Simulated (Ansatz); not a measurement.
Steps of a relaxation of BH$_{8}$PSiSn, SMILES `B[P]([SiH3])[SnH3]` with RKS PBE0-D4/def2-TZVP.

```sh
$ ansatz run in.yaml --threads 4 --pin off --events-out ev --progress --plain --max-ram 10444MiB
```

```yaml
crystal:
  periodic: [false, false, false]
  atoms:
    - {symbol: B, position_ang: [-1.787672, 0.965845, 0.349305]}
    - {symbol: P, position_ang: [-0.670289, -0.180569, -0.591364]}
    - {symbol: Si, position_ang: [-0.125498, -1.862765, 0.809323]}
    - {symbol: Sn, position_ang: [1.432465, 1.089693, -1.163639]}
    - {symbol: H, position_ang: [-1.838246, 2.142433, 0.047213]}
    - {symbol: H, position_ang: [-2.557945, 0.501659, 1.168312]}
    - {symbol: H, position_ang: [0.602310, -2.928780, 0.038428]}
    - {symbol: H, position_ang: [0.755042, -1.419910, 1.946756]}
    - {symbol: H, position_ang: [-1.412475, -2.415127, 1.354249]}
    - {symbol: H, position_ang: [1.923917, 2.114877, 0.135850]}
    - {symbol: H, position_ang: [2.657482, -0.085035, -1.485500]}
    - {symbol: H, position_ang: [1.097908, 2.022579, -2.574933]}
basis:
  gaussian: {orbitals: def2-TZVP}
hamiltonian: {xc: pbe0, dispersion: d4}
relax: {f_tol: 0.005, max_steps: 150}
```

Positions (Å) and forces (eV/Å) along the path, 11 of 32 steps:

```xyz
12
step=1 energy=-23797.1312 eV
B    -1.788    0.966    0.349   -0.187    0.122    0.099
P    -0.670   -0.181   -0.591    0.252    0.050    0.140
Si   -0.125   -1.863    0.809   -0.011   -0.009    0.045
Sn    1.432    1.090   -1.164   -0.089   -0.058    0.034
H    -1.838    2.142    0.047    0.020   -0.457    0.130
H    -2.558    0.502    1.168    0.306    0.206   -0.312
H     0.602   -2.929    0.038   -0.153    0.234    0.150
H     0.755   -1.420    1.947   -0.185   -0.090   -0.245
H    -1.412   -2.415    1.354    0.270    0.120   -0.113
H     1.924    2.115    0.136   -0.080   -0.175   -0.224
H     2.657   -0.085   -1.486   -0.208    0.205    0.054
H     1.098    2.023   -2.575    0.063   -0.147    0.241
12
step=3 energy=-23797.1728 eV
B    -1.770    0.954    0.336    0.064    0.001    0.044
P    -0.661   -0.190   -0.605   -0.065   -0.023    0.008
Si   -0.124   -1.842    0.799   -0.001    0.009   -0.002
Sn    1.405    1.070   -1.149    0.006    0.013   -0.001
H    -1.808    2.115    0.050   -0.015   -0.026   -0.016
H    -2.512    0.510    1.162   -0.001    0.004   -0.035
H     0.599   -2.898    0.044   -0.006    0.006    0.008
H     0.747   -1.393    1.919   -0.006    0.000   -0.008
H    -1.395   -2.385    1.342    0.009    0.005   -0.001
H     1.882    2.074    0.142    0.007    0.009    0.017
H     2.623   -0.078   -1.469    0.012   -0.013   -0.004
H     1.089    2.006   -2.536   -0.003    0.015   -0.009
12
step=5 energy=-23797.1737 eV
B    -1.761    0.952    0.338   -0.003   -0.006   -0.010
P    -0.666   -0.196   -0.612    0.004   -0.004   -0.012
Si   -0.125   -1.840    0.799   -0.004    0.000    0.003
Sn    1.403    1.069   -1.149   -0.001    0.004    0.000
H    -1.804    2.110    0.045    0.004    0.005    0.001
H    -2.507    0.510    1.159    0.001    0.002    0.008
H     0.597   -2.900    0.049    0.002   -0.003    0.000
H     0.745   -1.386    1.916    0.003    0.005    0.000
H    -1.395   -2.381    1.345   -0.002   -0.002    0.005
H     1.880    2.068    0.149   -0.001   -0.006    0.002
H     2.625   -0.076   -1.475   -0.004    0.003   -0.002
H     1.085    2.015   -2.530    0.001    0.002    0.005
12
step=8 energy=-23797.1752 eV
B    -1.753    0.939    0.307    0.008    0.010    0.015
P    -0.675   -0.225   -0.647    0.019   -0.003   -0.005
Si   -0.125   -1.829    0.807   -0.011   -0.014   -0.003
Sn    1.392    1.062   -1.147   -0.003   -0.003    0.015
H    -1.800    2.093   -0.003   -0.001    0.002   -0.003
H    -2.475    0.516    1.160   -0.013   -0.002   -0.008
H     0.602   -2.907    0.088    0.001    0.003    0.003
H     0.743   -1.342    1.913   -0.001    0.008   -0.006
H    -1.393   -2.362    1.367    0.005    0.002    0.004
H     1.888    1.983    0.201    0.000   -0.005   -0.003
H     2.606   -0.068   -1.544    0.002   -0.001   -0.007
H     1.066    2.085   -2.469   -0.008    0.003   -0.002
12
step=13 energy=-23797.1778 eV rejected
B    -1.771    0.915    0.217    0.000   -0.019    0.017
P    -0.629   -0.261   -0.644   -0.022    0.001    0.006
Si   -0.118   -1.812    0.878   -0.012    0.005   -0.012
Sn    1.418    1.053   -1.143    0.063    0.056   -0.063
H    -1.824    2.057   -0.132    0.002   -0.014   -0.001
H    -2.530    0.499    1.043    0.013    0.017   -0.024
H     0.612   -2.924    0.216    0.008   -0.006   -0.003
H     0.735   -1.284    1.975    0.013    0.010    0.011
H    -1.399   -2.311    1.437   -0.011   -0.008    0.008
H     2.081    1.724    0.287   -0.027   -0.038   -0.095
H     2.561   -0.001   -1.869   -0.093    0.103    0.057
H     0.941    2.290   -2.230    0.065   -0.106    0.099
12
step=23 energy=-23797.1825 eV
B    -1.785    0.895    0.155    0.017   -0.019   -0.004
P    -0.621   -0.294   -0.658   -0.014    0.018    0.010
Si   -0.113   -1.789    0.922    0.000   -0.002   -0.006
Sn    1.421    1.035   -1.144    0.007    0.001   -0.008
H    -1.840    2.025   -0.228    0.001    0.007   -0.005
H    -2.555    0.500    0.979   -0.003   -0.004   -0.001
H     0.654   -2.904    0.310    0.001   -0.001    0.001
H     0.709   -1.206    2.015    0.003    0.004    0.005
H    -1.393   -2.299    1.474   -0.003   -0.001    0.001
H     2.205    1.489    0.304   -0.003   -0.003   -0.006
H     2.480    0.083   -2.084   -0.009    0.008    0.006
H     0.914    2.410   -2.012    0.003   -0.008    0.007
12
step=26 energy=-23797.1828 eV
B    -1.787    0.887    0.138   -0.001    0.006    0.002
P    -0.616   -0.302   -0.661    0.005   -0.001    0.005
Si   -0.112   -1.780    0.936   -0.003    0.001    0.000
Sn    1.424    1.030   -1.147   -0.004   -0.002    0.002
H    -1.842    2.016   -0.251   -0.002   -0.004    0.001
H    -2.561    0.493    0.960    0.001    0.001   -0.004
H     0.672   -2.895    0.343    0.000    0.001   -0.001
H     0.691   -1.181    2.035   -0.001    0.000   -0.001
H    -1.395   -2.297    1.476    0.001   -0.001    0.000
H     2.245    1.419    0.298    0.003   -0.001    0.006
H     2.453    0.111   -2.149    0.003   -0.002   -0.005
H     0.907    2.442   -1.944   -0.002    0.004   -0.005
12
step=28 energy=-23797.1828 eV
B    -1.792    0.883    0.126   -0.005    0.014    0.002
P    -0.611   -0.305   -0.659    0.002   -0.004    0.001
Si   -0.113   -1.774    0.949    0.009    0.001    0.003
Sn    1.427    1.027   -1.149    0.015    0.001    0.007
H    -1.847    2.010   -0.269   -0.002   -0.007    0.001
H    -2.572    0.490    0.942    0.001    0.000   -0.001
H     0.689   -2.882    0.367   -0.003    0.003    0.002
H     0.674   -1.163    2.054   -0.006   -0.005   -0.006
H    -1.396   -2.303    1.478    0.004    0.003   -0.004
H     2.283    1.362    0.290   -0.009   -0.002   -0.012
H     2.429    0.133   -2.202   -0.004    0.003    0.003
H     0.906    2.467   -1.893   -0.001   -0.007    0.004
12
step=30 energy=-23797.1829 eV
B    -1.793    0.885    0.128    0.007   -0.003   -0.005
P    -0.611   -0.303   -0.656   -0.003    0.000    0.003
Si   -0.112   -1.774    0.949    0.000    0.002   -0.002
Sn    1.429    1.026   -1.150   -0.002    0.000    0.001
H    -1.852    2.011   -0.269   -0.001    0.001    0.002
H    -2.571    0.490    0.945   -0.002    0.001    0.000
H     0.693   -2.878    0.367    0.001   -0.001   -0.001
H     0.669   -1.164    2.058    0.002    0.001    0.003
H    -1.395   -2.306    1.472   -0.001   -0.001    0.000
H     2.285    1.362    0.288    0.000    0.000    0.000
H     2.428    0.130   -2.202   -0.001    0.000    0.000
H     0.907    2.465   -1.894    0.000   -0.001    0.000
12
step=31 energy=-23797.1829 eV rejected
B    -1.794    0.886    0.128    0.003   -0.002   -0.003
P    -0.610   -0.302   -0.655   -0.010   -0.006    0.001
Si   -0.111   -1.774    0.949    0.000   -0.001    0.001
Sn    1.429    1.025   -1.150    0.008    0.006   -0.001
H    -1.851    2.012   -0.268   -0.002    0.001    0.001
H    -2.573    0.490    0.943   -0.001    0.001    0.001
H     0.695   -2.877    0.366    0.000    0.000   -0.001
H     0.669   -1.165    2.059    0.001    0.001    0.001
H    -1.395   -2.307    1.471    0.000    0.000    0.000
H     2.285    1.362    0.288    0.001    0.000    0.000
H     2.427    0.129   -2.202    0.000    0.000    0.000
H     0.907    2.465   -1.895    0.000    0.000    0.000
12
step=32 energy=-23797.1829 eV
B    -1.793    0.886    0.127    0.002   -0.002   -0.003
P    -0.611   -0.303   -0.656   -0.001    0.000    0.002
Si   -0.112   -1.774    0.949   -0.001    0.000   -0.001
Sn    1.429    1.026   -1.149    0.001    0.001   -0.001
H    -1.851    2.011   -0.269    0.000    0.001    0.001
H    -2.572    0.491    0.944   -0.001    0.001    0.001
H     0.694   -2.878    0.366    0.000    0.000    0.000
H     0.669   -1.165    2.058    0.001    0.000    0.001
H    -1.395   -2.306    1.472    0.000   -0.001    0.000
H     2.285    1.362    0.288    0.000    0.000    0.000
H     2.428    0.130   -2.202    0.000    0.000    0.000
H     0.907    2.465   -1.894    0.000    0.000    0.000
```

Run time 110 s (4 threads of an Intel Xeon 6975P-C on a shared host); peak host memory 0.67 GiB.
